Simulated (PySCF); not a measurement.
C₃H₃NSi.
Geometry (PBE0-D3(BJ)/def2-SVP, Å), atoms numbered from 1 in this order:
```xyz
8
C3H3NSi angstrom
C      2.3233    0.4281   -0.3071
C      1.1909    0.0617   -0.0585
Si    -0.5112   -0.4729    0.3155
C     -1.6722    0.8744   -0.2268
N     -2.4002    1.7115   -0.5631
H      3.3271    0.7488   -0.5256
H     -0.7046   -0.6655    1.7758
H     -0.8683   -1.6992   -0.4431
```

Level of theory: PBE0-D3(BJ)/def2-SVP geometry optimisation, gas phase (PySCF).

Take the most abundant isotopes and a rigid rotor. 

**Question.** Give the principal moments of inertia and the rotational constants in MHz.

**Answer.** Ia = 54.97, Ib = 223.59, Ic = 272.50 u·Å²; 505379 MHz·u·Å²/I gives A = 9194, B = 2260, C = 1855 MHz.

**Question.** Classify the top.

**Answer.** An asymmetric top: κ = (2 × 2260 − 9194 − 1855)/(9194 − 1855) = -0.89.

**Question.** Is it planar, by Δ = Ic − Ia − Ib?

**Answer.** Not planar: Δ = Ic − Ia − Ib = -6.07 u·Å². For a rigid frame Δ = −2 Σ m c², so Σ m c² = 3.03 u·Å² lies off the ab plane, practically all of it from hydrogen. The atom farthest from that plane is 1.23 Å away.

**Question.** Give the other two planar moments, Paa and Pbb, and the rms extents of the mass along the axes.

**Answer.** Paa = Σ m a² = (Ib + Ic − Ia)/2 = 220.56 and Pbb = Σ m b² = (Ia + Ic − Ib)/2 = 51.94 u·Å². With the mass M = 81.00 u, the rms extents √(P/M) along a, b and c are 1.65, 0.80, 0.19 Å.

**Question.** Where do the levels up to J = 3 lie, in MHz?

**Answer.** Above 0(0,0):
J = 1: 1(0,1) 4115, 1(1,1) 11048, 1(1,0) 11454
J = 2: 2(0,2) 12327, 2(1,2) 18872, 2(1,1) 20089, 2(2,1) 40889, 2(2,0) 40906
J = 3: 3(0,3) 24603, 3(1,3) 30598, 3(1,2) 33031, 3(2,2) 53234, 3(2,1) 53320, 3(3,1) 88925, 3(3,0) 88926
Those of J = 1 are B + C, A + C and A + B.

**Question.** Predict some low-J microwave lines.

**Answer.** The dipole components are |μa| = 3.33 D, |μb| = 1.43 D, |μc| = 0.00 D; the mirror of this Cs structure is the ab plane, so μc vanishes by symmetry (the 0.01 D computed is a residue) and there are no c-type lines. The squared components, which scale the intensities, stand as 1.00 : 0.18 (a : b). Some lines, for components of 0.1 D or more:

```tsv
type	branch	J(Ka,Kc)	MHz	lower level (cm⁻¹)
b	R	2(0,2) ← 1(1,1)	1279	0.369
a	R	1(0,1) ← 0(0,0)	4115	0.000
b	R	3(0,3) ← 2(1,2)	5731	0.630
a	Q	5(1,4) ← 5(1,5)	6072	2.192
b	Q	2(1,1) ← 2(0,2)	7762	0.411
b	R	1(1,1) ← 0(0,0)	11048	0.000
a	R	4(0,4) ← 3(0,3)	16288	0.821
a	R	4(3,2) ← 3(3,1)	16493	2.966
a	R	4(3,1) ← 3(3,0)	16495	2.966
a	R	4(1,3) ← 3(1,2)	17235	1.102
b	R	3(1,3) ← 2(0,2)	18271	0.411
a	R	5(0,5) ← 4(0,4)	20238	1.364
b	Q	2(2,0) ← 2(1,1)	20817	0.670
b	Q	2(2,1) ← 2(1,2)	22017	0.630
b	Q	4(2,3) ← 4(1,4)	23467	1.541
b	Q	5(2,4) ← 5(1,5)	24514	2.192
b	R	3(2,2) ← 2(1,1)	33145	0.670
b	Q	3(3,1) ← 3(2,2)	35691	1.776
b	Q	4(3,2) ← 4(2,3)	35738	2.324
b	R	4(2,3) ← 3(1,2)	36649	1.102
b	R	5(2,4) ← 4(1,3)	39950	1.677
b	Q	5(5,0) ← 5(4,1)	64190	5.869
b	Q	5(5,1) ← 5(4,2)	64190	5.869
b	R	4(4,1) ← 3(3,0)	66415	2.966
b	R	4(4,0) ← 3(3,1)	66415	2.966
b	R	5(5,0) ← 4(4,1)	84802	5.182
```

**Question.** Estimate the classical rotational partition function at 50 K, 100 K and 500 K.

**Answer.** Point group Cs, symmetry number σ = 1; q = (√π/σ)·√((kT/h)³/(ABC)), k/h = 20836.6 MHz/K: 9600 at 50 K, 27200 at 100 K, 304000 at 500 K.

No PBE0-D3(BJ)/def2-SVP frequencies stand behind this structure, so it isn't proved a minimum. These are rigid-rotor constants of the computed structure; measured ground-state constants (B0) also hold zero-point vibration. Quadrupole hyperfine structure (14N) is left out.
